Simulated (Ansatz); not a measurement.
Relaxation of C2H3AlClF (8 atoms, charge 0, multiplicity 1), to a largest force component of 0.015 eV/Å in at most 40 steps.

Theory: RKS r2SCAN/def2-SVP in Ansatz 0.2.0.

```xyz
8
Properties=species:S:1:pos:R:3:forces:R:3
C -0.219 0.424 1.329 -3.52 1.70 1.00
C 0.573 -0.062 0.430 1.11 -1.08 -2.20
F 1.819 -0.348 0.784 1.43 -0.35 0.25
Al 0.085 -0.425 -1.427 1.32 -0.67 -1.30
Cl 1.686 -1.263 -2.817 -1.46 0.75 1.27
H 0.064 0.684 2.330 0.44 0.00 0.83
H -1.263 0.711 1.048 0.68 -0.30 0.16
H -1.342 -0.115 -2.011 -0.01 -0.03 -0.01
```

**Question.** Where does it end, and by what steps?

**Answer.** It converged. After 7 steps the energy has fallen by 0.351 eV; Cl5 moved furthest, 0.13 Å.

```json
{"step": "0", "energy less start (eV)": "0.0000", "largest force component (eV/Å)": "3.518", "accepted": "yes"}
{"step": "1", "energy less start (eV)": "-0.3184", "largest force component (eV/Å)": "1.050", "accepted": "yes"}
{"step": "2", "energy less start (eV)": "-0.3235", "largest force component (eV/Å)": "0.570", "accepted": "yes"}
{"step": "3", "energy less start (eV)": "-0.3445", "largest force component (eV/Å)": "0.179", "accepted": "yes"}
{"step": "4", "energy less start (eV)": "-0.3414", "largest force component (eV/Å)": "0.235", "accepted": "no"}
{"step": "5", "energy less start (eV)": "-0.3508", "largest force component (eV/Å)": "0.069", "accepted": "yes"}
{"step": "6", "energy less start (eV)": "-0.3512", "largest force component (eV/Å)": "0.027", "accepted": "yes"}
{"step": "7", "energy less start (eV)": "-0.3513", "largest force component (eV/Å)": "0.015", "accepted": "yes"}
```

```xyz
8
Properties=species:S:1:pos:R:3
C -0.247 0.454 1.293
C 0.619 -0.067 0.408
F 1.878 -0.349 0.827
Al 0.135 -0.427 -1.451
Cl 1.567 -1.231 -2.762
H 0.040 0.651 2.333
H -1.268 0.690 0.980
H -1.322 -0.115 -1.962
```

Whether the end is a true minimum wasn't checked by a vibrational analysis.

Time of the run: 23 s on 2 threads of Arm Neoverse V2, on a shared host, peak memory 0.17 GiB.
